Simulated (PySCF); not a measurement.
SMILES [CH2][Si]C, doublet, B3LYP/def2-SVP optimised geometry.

```
8

C     -1.07     0.48     0.00
Si    -0.13    -0.96     0.00
C      1.77    -0.96     0.00
H     -2.17     0.48     0.00
H     -0.60     1.47     0.00
H      2.11     0.09     0.00
H      2.17    -1.46     0.89
H      2.17    -1.47    -0.89
```

Density from unrestricted B3LYP/def2-TZVP in PySCF at that geometry.

Minimum of the electron density along straight lines between bonded atoms, close to the bond critical point (lines longer than 1.1 times the sum of covalent radii, or with two minima, are not listed):

```csv
bond,length / Å,ρ at the minimum / e bohr⁻³,∇²ρ there / e bohr⁻⁵,position (fraction from the first atom)
C1–Si2,1.717,[?],[?],0.60
Si2–C3,1.901,0.116,0.12,0.39
C1–H4,1.093,0.273,-0.92,0.65
C1–H5,1.098,0.267,-0.89,0.64
C3–H6,1.103,0.266,-0.87,0.64
C3–H7,1.101,0.269,-0.89,0.64
C3–H8,1.101,0.269,-0.89,0.64
```

**Question.** What belongs in the gaps?

**Answer.** 
- C1–Si2, ρ at the minimum / e bohr⁻³: 0.146
- C1–Si2, ∇²ρ there / e bohr⁻⁵: 0.46
